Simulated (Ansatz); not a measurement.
A nudged elastic band was laid between two geometries of C$_{2}$H$_{9}$AlB$_{2}$ (14 atoms, charge 0, multiplicity 1).

Level of theory: RKS B3LYP/STO-3G (Ansatz).

```
movable images  : 7
climbing image  : yes
spring          : 5.0 eV/Å²
optimiser       : quadratic models (default)
start path      : through a guess of the saddle point
force threshold : 0.03 eV/Å
iteration limit : 60
end points      : relaxed
```

First end point:

```xyz
14
Properties=species:S:1:pos:R:3
B -1.965 0.487 1.722
B -0.613 1.113 1.206
Al 0.378 0.054 -0.222
C 0.023 0.396 -2.078
C 1.659 -1.280 0.291
H -1.992 -0.304 2.594
H -2.991 0.676 1.177
H -0.117 2.118 1.556
H 0.571 -0.280 -2.746
H 0.304 1.421 -2.358
H -1.044 0.294 -2.316
H 1.165 -2.245 0.474
H 2.415 -1.455 -0.485
H 2.193 -1.024 1.216
```

Last end point:

```xyz
14
Properties=species:S:1:pos:R:3
B -1.902 0.564 1.769
B -0.567 1.163 1.182
Al 0.370 0.043 -0.236
C -0.050 0.313 -2.089
C 1.666 -1.274 0.283
H -1.903 -0.193 2.670
H -2.944 0.736 1.251
H -0.058 2.181 1.473
H 0.429 -0.426 -2.745
H 0.275 1.304 -2.434
H -1.132 0.260 -2.277
H 2.405 -1.467 -0.506
H 2.220 -0.996 1.189
H 1.178 -2.236 0.498
```

Q: Which bonds break or form, and what moves?

A: No bond is made or broken. The dihedral C4–Al3–C5–H13 goes from 25 to 148°. The two ends are copies of one structure, up to a mirror image or an exchange of like atoms.

Q: What energy profile does the band end with?

A: The forces met the threshold. The highest image is number 3 of 0 to 8, 0.0 kcal/mol above the ends, which have the same energy within 2 meV. The top lies less than 8 meV above the higher end, about what the thresholds resolve: that end is a shoulder or a very shallow well. A vibrational analysis at the climbing image gives no mode beyond 40i cm⁻¹: the surface is too flat there to confirm a saddle point. Limits of this set-up: minimal basis.

```csv
image,path coordinate (Å),energy (kcal/mol),dihedral C4–Al3–C5–H13 (°)
0,0.00,0.0,25
1,0.83,0.0,53
2,1.66,0.0,79
3,2.49,0.0,85
4,3.28,0.0,106
5,4.08,0.0,84
6,4.87,0.0,96
7,5.67,0.0,121
8,6.46,0.0,148
```

Q: What is the geometry of the highest image?

A: 
```xyz
14
Properties=species:S:1:pos:R:3:forces:R:3
B -1.878 0.664 1.752 -0.01 0.02 -0.02
B -0.496 1.186 1.206 0.00 -0.02 -0.01
Al 0.366 0.019 -0.225 0.00 0.00 0.01
C -0.136 0.226 -2.065 0.00 0.01 0.00
C 1.695 -1.274 0.273 0.01 -0.01 0.01
H -1.969 -0.123 2.621 0.01 0.00 0.01
H -2.885 0.937 1.207 0.00 -0.01 0.01
H 0.085 2.158 1.514 -0.01 0.01 0.00
H 0.535 -0.307 -2.751 0.00 0.00 0.00
H -0.152 1.279 -2.379 0.00 0.00 0.00
H -1.149 -0.164 -2.243 0.00 0.00 0.00
H 1.668 -2.165 -0.368 -0.01 0.00 0.00
H 2.705 -0.850 0.175 0.00 0.00 0.00
H 1.598 -1.616 1.311 -0.01 0.00 0.00
```

The band took 31 iterations and roughly 9 core-minutes.

Run time: 9.3 min on 1 thread of Arm Neoverse V1, on a shared host, peak memory 0.11 GiB.
